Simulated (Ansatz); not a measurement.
CH$_{5}$Br$_{2}$HfNO, SMILES `C[O][Hf]([NH2])([Br])[Br]`, relaxed with RKS PBE0-D4/def2-TZVP in Ansatz 0.2.0 from a GFN2-xTB geometry. The force threshold is 0.005 eV/Å; the program also tests the step.

Charge 0, multiplicity 1. Hf takes the def2 core potential.

Start:

```xyz
11

C     1.644    0.466   -0.483
O     0.990    0.406    0.746
Hf   -0.624   -0.485    0.860
N    -1.934    0.207   -0.476
Br    0.079   -2.821    0.403
Br   -1.348   -0.407    3.221
H     1.133    1.165   -1.165
H     1.700   -0.533   -0.953
H     2.668    0.826   -0.333
H    -1.794    0.141   -1.483
H    -2.513    1.034   -0.337
```

```tsv
step	energy (eV)	largest force (eV/Å)	largest move (Å)
1	-146042.1272	2.254	0.000
2	-146042.3715	0.588	0.195
3	-146042.4446	0.966	0.191
4	-146042.5382	0.393	0.200
5	-146042.5781	0.652	0.200
6	-146042.6367	0.236	0.200
7	-146042.6815	0.192	0.200
8 (rejected)	-146042.6807	0.911	0.198
9	-146042.6991	0.073	0.099
10	-146042.7105	0.263	0.100
11	-146042.7251	0.054	0.150
13	-146042.7264	0.031	0.026
15	-146042.7276	0.063	0.014
17	-146042.7280	0.003	0.011
19	-146042.7281	0.011	0.027
21	-146042.7281	0.009	0.012
23	-146042.7282	0.018	0.007
25	-146042.7283	0.009	0.020
27	-146042.7284	0.014	0.005
29	-146042.7284	0.005	0.017
31	-146042.7284	0.002	0.021
```

End:

```xyz
11

C     2.054    0.580   -0.549
O     0.819    0.128   -0.087
Hf   -0.720   -0.614    0.701
N    -2.255    0.137   -0.353
Br   -0.711   -3.129    0.512
Br   -0.929    0.084    3.116
H     1.910    1.288   -1.370
H     2.652   -0.261   -0.911
H     2.598    1.081    0.256
H    -2.186    0.773   -1.135
H    -3.230   -0.067   -0.180
```

Run time 98 s (2 threads of an AMD EPYC 7R13 on a shared host and a share of an NVIDIA H100 80 GB); peak host memory 1 GiB.
